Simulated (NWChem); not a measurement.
System: C3H6OSi; SMILES C([SiH2]O)C#C

The following NWChem deck was run.

```
start job
memory heap 200 mb stack 900 mb global 1100 mb
geometry units angstroms noautoz
  C      0.761202    -2.349606     0.160897
  C     -0.113487    -1.553546    -0.097714
  C     -1.074951    -0.495003    -0.379243
  Si    -0.338036     1.159398     0.232346
  O      1.247752     1.267199    -0.257568
  H      1.480204    -3.107089     0.375319
  H     -2.033927    -0.687153     0.120743
  H     -1.277742    -0.433261    -1.456599
  H     -1.054956     2.306868    -0.376352
  H     -0.488992     1.200026     1.713869
  H      1.736673     0.434789    -0.156073
end
basis spherical
  * library def2-svp
end
dft
  xc xcamb88 1.00 lyp 0.81 vwn_5 0.19 hfexch 1.00
  cam 0.33 cam_alpha 0.19 cam_beta 0.46
  iterations 150
  mulliken
end
task dft energy
```

Structure relaxed at the B3LYP/6-31G* (spherical d) level.

What results follow from this input? (CAM-B3LYP/def2-SVP.) Quantities: energy (Ha); highest occupied level (eV); orbital gap (eV); dipole (D).


| Property | Result |
|---|---|
| energy (Ha) | -482.29 |
| highest occupied level (eV) | -8.89 |
| orbital gap (eV) | 10.82 |
| dipole (D) | 1.26 |
